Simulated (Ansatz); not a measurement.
Consider the substitution at a C–B bond: `BC#N` + `OBO` → `N#COBO` + BH₃.

Computed with Ansatz on PBE0-D4/def2-TZVP structures; ΔE is electronic, products minus reactants. CCSD(T)/CBS adds triple-zeta CCSD(T) − MP2 to the extrapolated MP2 energy (def2 sets, frozen cores). This one scheme is used for every species. DFT in def2-TZVPP. Each species was taken in one conformer, which may not be the lowest.

| level | ΔE (kJ/mol) |
| --- | --- |
| r2SCAN-D4 | 149.0 |
| ωB97M-V | 152.1 |
| B2PLYP | 152.7 |
| MP2/def2-QZVPP | 158.9 |

What does CCSD(T)/CBS give? (Estimate.)

Computed: +157.8 kJ/mol. The listed levels differ from it by -8.8, -5.7, -5.1, 1.1 kJ/mol.

Largest T1 diagnostic among the species: 0.015.

In def2-TZVPP, CCSD(T) changes the Hartree–Fock value by +9.9 kJ/mol (the triples alone add +0.3 kJ/mol) and MP2 by +12.8 kJ/mol.
